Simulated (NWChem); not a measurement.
System: HTeF; SMILES [TeH]F

Results from NWChem. The geometry was optimised at PBE0/def2-SVP. No frequency run checked for a minimum. def2 effective core potentials on Te; no spin-orbit coupling. B3LYP is NWChem's, with the RPA form of VWN correlation. Ions are spin-unrestricted doublets at the neutral geometry; other ion states weren't tried.

For level B3LYP/def2-SVP:

* **vertical ionisation energy, ΔSCF (eV)**: 9.13
* **−ε(HOMO) (eV)**: 6.27

Task: How do the values read with level PBE/def2-SVP instead?

Result: 
- vertical ionisation energy, ΔSCF (eV): 8.89
- −ε(HOMO) (eV): 5.29
